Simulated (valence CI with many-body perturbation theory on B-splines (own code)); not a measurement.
E1 line list for Cs L

Level of theory: configuration interaction combined with many-body perturbation theory (CI+MBPT): four valence electrons over a frozen Dirac-Fock core [He], radial functions for each j: 11 s, 11 p, 9 d, 7 f, 5 g, 2 h, 1 i, with the one-electron correlation potential Σ1 (screened to all orders), the two-electron term Σ2, the three-electron term Σ3, Breit, model QED; selected single and double excitations, second order for the rest (own B-spline code, finite nucleus).

The last digits are not significant, and no measured levels were compared; by estimate large intervals hold to a few tenths of a per cent, small ones and those within an open d or f shell to about a per cent. Among the levels kept, up to 280 cm⁻¹ of a level comes from second order outside the variational space, and about a tenth of that is noise between levels of different J, which matters for small intervals.

Lines 1 to 50 of 275 in falling wavelength, among levels below 449.41 Ry, chosen from the strongest by gf and those to the six lowest levels. Wavelengths and rates use the calculated energies. Electric multipoles are in the length gauge, E1 and E2 with the static RPA response of the core. Weak lines are less certain than strong ones. Lines between different terms over intervals too small for the method are left out, as are lines whose strength nearly cancels. The highest levels of a list are the least certain.

Levels are named by their leading jj configuration (3d3/2^4 stands for four electrons in 3d with j = 3/2), which in mixed levels can hold well under half, so a name can repeat and another be missing. Letters in brackets count levels of one name in rising energy.

```tsv
λ vac (nm)	Upper	Lower	A (s⁻¹)	log gf	Branch %
15.23	(2s^2 2p3/2 3d5/2) J=4	(2s^2 2p3/2 3p3/2) J=3	5.53e+09	-0.76	18.6
15.00	(2s 2p1/2 2p3/2 3d5/2) J=4 [a]	(2s 2p1/2 2p3/2 3p3/2) J=3 [a]	7.87e+09	-0.62	0.1
14.78	(2s 2p1/2 2p3/2 3d5/2) J=5	(2s 2p1/2 2p3/2 3p3/2) J=4	9.95e+09	-0.45	51.2
14.50	(2s 2p1/2^2 3d5/2) J=3	(2s 2p1/2^2 3p3/2) J=2	1.06e+10	-0.63	0.0
14.17	(2s^2 2p3/2 3d5/2) J=3	(2s^2 2p3/2 3p3/2) J=2	5.92e+09	-0.90	0.0
13.96	(2s 2p1/2 2p3/2 3d5/2) J=4 [c]	(2s 2p1/2 2p3/2 3p3/2) J=3 [c]	1.14e+10	-0.52	0.0
13.81	(2s 2p1/2 2p3/2 3d5/2) J=4 [b]	(2s 2p1/2 2p3/2 3p3/2) J=3 [b]	9.86e+09	-0.60	0.0
13.62	(2s^2 2p1/2 3d5/2) J=3	(2s^2 2p1/2 3p3/2) J=2	1.18e+10	-0.64	0.0
13.24	(2s 2p1/2 2p3/2 3d5/2) J=3 [a]	(2s 2p1/2 2p3/2 3p3/2) J=2 [a]	9.38e+09	-0.76	0.0
13.19	(2s 2p1/2 2p3/2 3d5/2) J=3 [c]	(2s 2p1/2 2p3/2 3p3/2) J=2 [c]	1.02e+10	-0.73	0.0
12.96	(2s 2p1/2^2 3d5/2) J=2	(2s 2p1/2^2 3p3/2) J=1	1.32e+10	-0.78	0.0
12.86	(2s 2p1/2 2p3/2 3d5/2) J=3 [b]	(2s 2p1/2 2p3/2 3p3/2) J=2 [b]	7.63e+09	-0.88	0.0
8.531	(2s 2p1/2 2p3/2^2) J=2 [a]	(2s^2 2p3/2^2) J=2	9.01e+08	-2.31	0.4
8.327	(2s 2p1/2 2p3/2 3p3/2) J=4	(2s^2 2p3/2 3p3/2) J=3	3.78e+10	-0.45	7.6
8.305	(2s 2p1/2 2p3/2 3d3/2) J=3 [b]	(2s 2p1/2 2p3/2 3p1/2) J=2 [b]	1.81e+10	-0.88	0.0
8.221	(2s 2p1/2 2p3/2 3p3/2) J=3 [b]	(2s^2 2p3/2 3p3/2) J=2	2.08e+10	-0.83	0.0
7.757	(2s 2p1/2 2p3/2 3p3/2) J=1 [a]	(2s 2p1/2 2p3/2 3s) J=1 [a]	4.22e+10	-0.94	0.1
7.703	(2s 2p1/2^2 3p3/2) J=1	(2s 2p1/2^2 3s) J=0	5.64e+10	-0.82	0.0
7.674	(2s 2p1/2 2p3/2 3d3/2) J=2 [a]	(2s 2p1/2 2p3/2 3p1/2) J=2 [a]	2.66e+10	-0.93	0.0
7.651	(2s^2 2p3/2 3p3/2) J=1	(2s^2 2p3/2 3s) J=1	5.48e+10	-0.84	1.1
7.637	(2s 2p1/2^2 3p3/2) J=2	(2s^2 2p1/2 3p3/2) J=1	6.23e+10	-0.57	0.8
7.584	(2s 2p1/2 2p3/2 3p3/2) J=2 [b]	(2s 2p1/2 2p3/2 3s) J=2 [b]	5.62e+10	-0.62	0.1
7.515	(2s 2p1/2 2p3/2 3p3/2) J=3 [c]	(2s 2p1/2 2p3/2 3s) J=2 [c]	8.44e+10	-0.30	0.1
7.413	(2s 2p1/2 2p3/2 3d3/2) J=3 [c]	(2s^2 2p3/2 3d5/2) J=2	2.71e+10	-0.81	0.0
7.358	(2p1/2^2 2p3/2 3p1/2) J=2	(2s 2p1/2 2p3/2 3p1/2) J=1 [c]	3.04e+10	-0.91	0.0
7.353	(2s 2p1/2 2p3/2 3d3/2) J=3 [a]	(2s 2p1/2 2p3/2 3p1/2) J=2 [a]	5.36e+10	-0.52	0.0
7.326	(2s 2p1/2 2p3/2 3d3/2) J=3 [c]	(2s 2p1/2 2p3/2 3p1/2) J=2 [c]	3.28e+10	-0.73	0.0
7.314	(2s 2p1/2 2p3/2 3p3/2) J=2 [a]	(2s 2p1/2 2p3/2 3s) J=1 [a]	4.51e+10	-0.74	0.0
7.281	(2s 2p1/2 2p3/2 3d3/2) J=2 [a]	(2s 2p1/2 2p3/2 3p1/2) J=1 [a]	3.26e+10	-0.89	0.0
7.275	(2s^2 2p1/2 3d3/2) J=2	(2s^2 2p1/2 3p1/2) J=1	6.30e+10	-0.60	0.1
7.265	(2s^2 2p3/2 3d3/2) J=3	(2s^2 2p3/2 3p1/2) J=2	6.46e+10	-0.45	0.0
7.233	(2s 2p1/2 2p3/2 3d3/2) J=4	(2s 2p1/2 2p3/2 3p1/2) J=3	4.12e+10	-0.54	2.9
7.230	(2s 2p1/2 2p3/2 3d3/2) J=1 [a]	(2s 2p1/2 2p3/2 3p1/2) J=1 [a]	5.40e+10	-0.90	0.0
7.216	(2s 2p1/2 2p3/2 3p3/2) J=1 [b]	(2s 2p1/2 2p3/2 3s) J=2 [b]	4.84e+10	-0.95	0.0
7.209	(2s 2p1/2 2p3/2 3p3/2) J=3 [a]	(2s 2p1/2 2p3/2 3s) J=2 [a]	9.55e+10	-0.28	0.3
7.137	(2s 2p1/2^2 3d3/2) J=2	(2s 2p1/2^2 3p1/2) J=1	4.08e+10	-0.81	0.0
7.082	(2s 2p1/2^2 2p3/2) J=2	(2s^2 2p1/2 2p3/2) J=2	5.56e+09	-1.68	37.6
7.080	(2s 2p1/2 2p3/2 3d3/2) J=3 [b]	(2s 2p1/2 2p3/2 3p1/2) J=3	3.16e+10	-0.78	0.0
7.070	(2s^2 2p3/2 3p3/2) J=3	(2s^2 2p3/2 3s) J=2	1.03e+11	-0.27	0.9
7.033	(2s 2p1/2 2p3/2 3p3/2) J=3 [b]	(2s 2p1/2 2p3/2 3s) J=2 [b]	2.89e+10	-0.82	0.0
6.979	(2s 2p1/2 2p3/2 3p3/2) J=4	(2s 2p1/2 2p3/2 3s) J=3	6.03e+10	-0.40	12.1
6.973	(2s 2p1/2 2p3/2 3p3/2) J=2 [d]	(2s 2p1/2 2p3/2 3s) J=1 [c]	7.12e+10	-0.59	0.1
6.946	(2s^2 2p1/2 3p3/2) J=2	(2s^2 2p1/2 3s) J=1	1.11e+11	-0.40	9.7
6.854	(2s 2p1/2 2p3/2^2) J=3	(2s^2 2p3/2^2) J=2	8.83e+09	-1.36	4.5
6.659	(2s^2 2p3/2 3p3/2) J=2	(2s^2 2p3/2 3s) J=1	6.69e+10	-0.65	0.5
6.589	(2s 2p1/2 2p3/2 3p3/2) J=1 [d]	(2s 2p1/2 2p3/2 3s) J=1 [b]	7.70e+10	-0.82	0.9
6.546	(2s 2p1/2 2p3/2 3p3/2) J=2 [a]	(2s 2p1/2 2p3/2 3s) J=2 [a]	5.53e+10	-0.75	0.1
6.507	(2p1/2^2 2p3/2 3s) J=2	(2s 2p1/2 2p3/2 3s) J=2 [c]	4.10e+10	-0.89	0.1
6.493	(2s 2p1/2^2 2p3/2) J=2	(2s^2 2p1/2 2p3/2) J=1	9.24e+09	-1.53	62.4
6.474	(2s^2 2p1/2 3p3/2) J=1	(2s^2 2p1/2 3s) J=0	7.33e+10	-0.86	0.4
```

Question: How does gf follow from A for the line at 8.327 nm?

Answer: gf = 1.4992 × (2J+1)_upper × A / σ², with σ = 1200957 cm⁻¹ and 2J+1 = 9: gf = 0.354.
